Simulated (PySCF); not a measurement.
# `C=COC[C@@H](C)F`, C$_{5}$H$_{9}$FO

Molfile (atoms numbered from 1):
```
C5H9FO
     RDKit          3D

 16 15  0  0  0  0  0  0  0  0999 V2000
    0.7027   -1.8850   -2.2026 C   0  0  0  0  0  0  0  0  0  0  0  0
    1.1199   -1.5703   -0.9868 C   0  0  0  0  0  0  0  0  0  0  0  0
    0.8901   -0.4448   -0.2624 O   0  0  0  0  0  0  0  0  0  0  0  0
   -0.2783    0.3210   -0.4557 C   0  0  0  0  0  0  0  0  0  0  0  0
   -1.5846   -0.4797   -0.5572 C   0  0  1  0  0  0  0  0  0  0  0  0
   -1.8738   -1.2866    0.6976 C   0  0  0  0  0  0  0  0  0  0  0  0
   -2.5941    0.4494   -0.7469 F   0  0  0  0  0  0  0  0  0  0  0  0
    0.0709   -1.2488   -2.7960 H   0  0  0  0  0  0  0  0  0  0  0  0
    1.0062   -2.8126   -2.6496 H   0  0  0  0  0  0  0  0  0  0  0  0
    1.8074   -2.2090   -0.4456 H   0  0  0  0  0  0  0  0  0  0  0  0
   -0.1873    0.9405   -1.3613 H   0  0  0  0  0  0  0  0  0  0  0  0
   -0.3296    0.9839    0.4117 H   0  0  0  0  0  0  0  0  0  0  0  0
   -1.6029   -1.1210   -1.4433 H   0  0  0  0  0  0  0  0  0  0  0  0
   -1.9386   -0.6251    1.5582 H   0  0  0  0  0  0  0  0  0  0  0  0
   -2.8150   -1.8198    0.5921 H   0  0  0  0  0  0  0  0  0  0  0  0
   -1.0739   -2.0037    0.8582 H   0  0  0  0  0  0  0  0  0  0  0  0
  1  2  2  0
  2  3  1  0
  3  4  1  0
  4  5  1  0
  5  6  1  0
  5  7  1  0
  1  8  1  0
  1  9  1  0
  2 10  1  0
  4 11  1  0
  4 12  1  0
  5 13  1  6
  6 14  1  0
  6 15  1  0
  6 16  1  0
M  END
```

Computed with GIAO PBE/pcSseg-1 magnetisability, rotational g tensor and spin-rotation constants, non-relativistic, gas phase in PySCF 2.14.0. Geometry: GFN2-xTB, dihedral held. The dihedral C5–C4–O3–C2 is held at 45°.

Problem. Give the nuclear spin-rotation constants along the inertial axes (H = +C I·J) beside the isotropic shieldings.

Solution. Rotational constants 4.3345, 1.5962, 1.5835 GHz. A star marks the isotopologue with that one atom substituted, in its own axes.
| atom | isotope | Caa (kHz) | Cbb (kHz) | Ccc (kHz) | mean (kHz) | σ (ppm) |
| --- | --- | --- | --- | --- | --- | --- |
| F7 | 19F | 2.903 | 0.658 | 0.537 | 1.366 | 389.3 |
| H8 | 1H | -0.182 | -0.041 | -0.129 | -0.117 | 27.4 |
| H9 | 1H | -0.112 | -0.134 | -0.055 | -0.100 | 27.2 |
| H10 | 1H | -0.051 | -0.049 | -0.103 | -0.068 | 25.1 |
| H11 | 1H | -0.451 | -0.036 | -0.015 | -0.167 | 26.8 |
| H12 | 1H | -0.324 | -0.014 | -0.112 | -0.150 | 27.7 |
| H13 | 1H | -0.335 | 0.035 | -0.086 | -0.129 | 25.5 |
| H14 | 1H | -0.362 | -0.049 | -0.145 | -0.185 | 30.7 |
| H15 | 1H | -0.285 | -0.152 | -0.053 | -0.164 | 30.1 |
| H16 | 1H | -0.057 | -0.157 | -0.139 | -0.117 | 30.2 |
| C1 | 13C* | 1.212 | 0.400 | 0.399 | 0.670 | 89.6 |
| C2 | 13C* | 1.790 | 0.514 | 0.530 | 0.945 | 26.3 |
| O3 | 17O* | -0.810 | -0.294 | -0.182 | -0.429 | 198.1 |
| C4 | 13C* | 0.832 | 0.419 | 0.388 | 0.546 | 108.0 |
| C5 | 13C* | 0.896 | 0.464 | 0.416 | 0.592 | 94.5 |
| C6 | 13C* | 0.702 | 0.215 | 0.243 | 0.386 | 163.0 |

For the geometry as given, no vibrational averaging.
